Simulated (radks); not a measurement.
Results of a calculation; reference values are marked as such.
All-electron atom: Ce+ in [Xe] 4f2 5f1 (not the ground configuration).

Level of theory: scalar-relativistic Kohn-Sham, PBE, spin-polarised, spherical densities, finite nucleus; open shells are filled with parallel spins first (spin-orbit coupling, left out, can overturn this in heavy ions); Fermi nuclear charge, rms radius 4.8771 fm (a radial shooting solver on a logarithmic mesh with Libxc functionals).

Energy parts (eV):
total: -241082.34
kinetic: 255498.26
electron-nucleus: -583795.98
Hartree: 92911.67
exchange-correlation: -5696.29

Orbitals (lengths in bohr, moments of r in powers of bohr; r(90%) holds 90 % of the orbital's charge):
| orbital | occ. | eigenvalue (eV) | r(90%) | <1/r> |
|---|---|---|---|---|
| 1s up | 1 | -40269.44 | 0.0443 | 63.34 |
| 1s down | 1 | -40269.44 | 0.0443 | 63.34 |
| 2s up | 1 | -6449.707 | 0.163 | 14.60 |
| 2s down | 1 | -6449.707 | 0.163 | 14.60 |
| 2p up | 3 | -5777.025 | 0.150 | 13.83 |
| 2p down | 3 | -5777.027 | 0.150 | 13.83 |
| 3s up | 1 | -1389.805 | 0.409 | 5.300 |
| 3s down | 1 | -1389.373 | 0.409 | 5.301 |
| 3p up | 3 | -1175.820 | 0.414 | 5.019 |
| 3p down | 3 | -1175.390 | 0.414 | 5.020 |
| 3d up | 5 | -871.8027 | 0.396 | 4.761 |
| 3d down | 5 | -871.4687 | 0.396 | 4.762 |
| 4s up | 1 | -283.3612 | 0.918 | 2.205 |
| 4s down | 1 | -282.0574 | 0.917 | 2.206 |
| 4p up | 3 | -213.7058 | 0.985 | 2.032 |
| 4p down | 3 | -212.3777 | 0.984 | 2.033 |
| 4d up | 5 | -113.5192 | 1.13 | 1.766 |
| 4d down | 5 | -112.1585 | 1.13 | 1.767 |
| 4f up | 2 | -9.8905 | 2.16 | 1.134 |
| 4f down | 0 | -8.7023 | 2.26 | 1.115 |
| 5s up | 1 | -46.9002 | 2.21 | 0.8571 |
| 5s down | 1 | -45.9246 | 2.23 | 0.8516 |
| 5p up | 3 | -30.0304 | 2.61 | 0.7282 |
| 5p down | 3 | -29.2471 | 2.63 | 0.7220 |
| 5f up | 1 | -2.6082 | 12.2 | 0.1374 |

The highest occupied level is 5f up at -2.608 eV. The configuration is held as typed, so some empty levels lie below it. The density falls to 0.001 e/bohr^3 at r = 3.74 bohr. Spin moment in Bohr magnetons: 3.
